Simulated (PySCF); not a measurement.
# From computed data to an observable: oscillator strength and radiative lifetime

SiHFCl2, SMILES [SiH](Cl)(Cl)F.

The structure is a stationary point at ωB97X-D3(BJ)/def2-SVP.

TDDFT-ωB97X/def2-SVPD (PySCF) puts the first singlet state with f over 0.02 at 8.63 eV (vertical), with the transition dipole (0.000, 0.000, -0.397) in atomic units.

Problem. Find the oscillator strength, the wavelength and the radiative lifetime that this transition would have in vacuum if emission retraced absorption.

Solution. 
|μ|² = 0.1576 au, so |μ| = 1.01 D. ΔE = 8.63/27.211 = 0.3171 hartree. f = (2/3) ΔE |μ|² = 0.033 (the program prints 0.033).
λ = 1239.84/8.63 = 144 nm; ν = 69606 cm⁻¹.
Einstein's coefficient A = 0.6670 ν² f s⁻¹ (ν in cm⁻¹) = 1.1e8 s⁻¹, so τ = 1/A = 9.3 ns. This state is S1. The figure is the radiative limit of this one transition; relaxation, internal conversion, crossing to triplets and a medium change what is measured.
